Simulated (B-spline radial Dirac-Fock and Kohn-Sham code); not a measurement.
## The Cl atom: differential elastic cross section for positrons at 449 eV

These are calculated numbers from a B-spline atomic structure program; the model is relativistic (Dirac) partial waves in the static field of the Dirac-Fock atom, without polarisation or absorption potentials.

```tsv
θ (°)	dσ/dΩ (a₀²/sr)
0	36.8
1	36.5
2	35.5
3	34.0
5	29.7
7	24.5
10	16.8
15	7.82
20	3.56
25	1.81
30	1.05
40	0.456
50	0.234
60	0.135
70	0.0849
80	0.0577
90	0.0419
100	0.0320
110	0.0256
120	0.0212
130	0.0183
140	0.0162
150	0.0148
160	0.0139
170	0.0134
180	0.0132
```

The total elastic cross section is 6.74 a₀², the first transport cross section 0.751 a₀² and the second, weighted with (3/2) sin²θ, 1.51 a₀². The mean deflection is ⟨1 − cos θ⟩ = 0.111, and 2.2 % of the collisions scatter beyond 90°.
